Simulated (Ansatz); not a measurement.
Geometry optimisation, RKS BLYP-D4/cc-pVDZ in Ansatz 0.2.0.

Input:

```yaml
crystal:
  periodic: [false, false, false]
  atoms:
    - { symbol: B, position_ang: [0.0, 0.0, 0.0] }
    - { symbol: O, position_ang: [0.0, 0.0, 1.76] }
    - { symbol: H, position_ang: [-0.9095, -0.2814, 2.0971] }
    - { symbol: Cl, position_ang: [1.6108, 0.0, -0.93] }
    - { symbol: Cl, position_ang: [-1.6108, 0.0, -0.93] }
    - { symbol: "N", position_ang: [0.3946, 1.7107, 0.5833] }
    - { symbol: H, position_ang: [1.1678, 1.8639, 1.292] }
    - { symbol: C, position_ang: [-0.3643, 2.8576, 0.0641] }
    - { symbol: H, position_ang: [-0.9567, 2.5406, -0.8194] }
    - { symbol: H, position_ang: [-1.0489, 3.2361, 0.8516] }
    - { symbol: H, position_ang: [0.339, 3.6635, -0.2326] }
    - { symbol: H, position_ang: [0.2517, 1.0915, 1.5507] }
basis:
  gaussian: { orbitals: cc-pVDZ }
hamiltonian:
  xc: blyp
  dispersion: d4
relax:
  f_tol: 0.15
  max_steps: 25
  restrain:
    - { distance: [0, 5], at: 1.55, k: 30.0 }
    - { distance: [11, 1], at: 1.01, k: 30.0 }
    - { distance: [0, 1], at: 2.61, k: 30.0 }
    - { distance: [11, 5], at: 2.26, k: 30.0 }
```

Launched with:

```bash
$ ansatz run input.yaml --threads 4 --pin off --max-ram 5120MiB --backend cpu --events-out ev --progress --plain --runs-dir out
```

Problem. Where does it end, and by what steps?

Solution. The forces met the threshold. The restraints hold the end off the free minimum; the threshold counts their pulls, which the force column leaves out. Restrained pairs: B1–N6 (1.85 → 1.48 Å), O2–H12 (1.14 → 0.99 Å), B1–O2 (1.76 → 2.61 Å), N6–H12 (1.16 → 2.26 Å). After 12 steps the energy has fallen by 3.808 eV (the restraints' own energy left out); H7 moved furthest, 0.96 Å.

| step | energy less start (eV) | largest force component (eV/Å) | accepted |
| --- | --- | --- | --- |
| 0 | 0.0000 | 6.197 | yes |
| 1 | -0.8788 | 4.514 | yes |
| 2 | -1.4881 | 4.376 | yes |
| 3 | -2.3529 | 2.877 | yes |
| 4 | -3.1009 | 3.287 | yes |
| 5 | -3.4057 | 2.510 | yes |
| 6 | -3.6539 | 2.052 | yes |
| 7 | -3.7558 | 2.015 | yes |
| 8 | -3.7906 | 1.991 | yes |
| 9 | -3.8006 | 2.021 | yes |
| 10 | -3.7855 | 2.118 | no |
| 11 | -3.8042 | 2.016 | yes |
| 12 | -3.8083 | 2.018 | yes |

```xyz
12
Properties=species:S:1:pos:R:3
B 0.335 0.476 -0.318
O -0.223 -0.278 2.121
H -1.178 -0.359 1.914
Cl 1.763 -0.580 -0.495
Cl -1.257 -0.020 -0.990
N 0.524 1.859 0.174
H 1.483 2.115 0.423
C -0.429 2.971 0.123
H -1.379 2.618 -0.320
H -0.648 3.377 1.136
H -0.044 3.805 -0.502
H -0.072 0.698 2.021
```

Run time: 27 s on 4 threads of Arm Neoverse V1, with other jobs on the host, peak memory 0.2 GiB.
